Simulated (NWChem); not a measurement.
## Polarisability of H3O (+1)

SMILES: [OH3+]
```xyz
4

O      0.0000     0.0774     0.0000
H     -0.4720    -0.2067     0.8177
H     -0.4720    -0.2067    -0.8177
H      0.9443    -0.2062     0.0000
```
Charge +1, spin multiplicity 1.

All runs are NWChem calculations. The geometry was optimised at B3LYP/def2-SVP, a minimum by its harmonic frequencies.

Basis set: aug-cc-pVDZ. Static limit.

The correlated methods keep 1 core orbital frozen. B3LYP has NWChem's definition, with VWN1-RPA local correlation. The structure started from a generated list of species. Coupled-cluster values serve here as a point of comparison, not as the truth.

```json
[
 {"method": "HF", "isotropic polarisability (bohr³)": "___"},
 {"method": "PBE", "isotropic polarisability (bohr³)": "6.77"},
 {"method": "B3LYP", "isotropic polarisability (bohr³)": "6.64"},
 {"method": "BHandHLYP", "isotropic polarisability (bohr³)": "6.44"},
 {"method": "CCSD linear response", "isotropic polarisability (bohr³)": "___"}
]
```

Fill in the missing entries.


- HF, isotropic polarisability (bohr³): 6.24
- CCSD linear response, isotropic polarisability (bohr³): 6.66
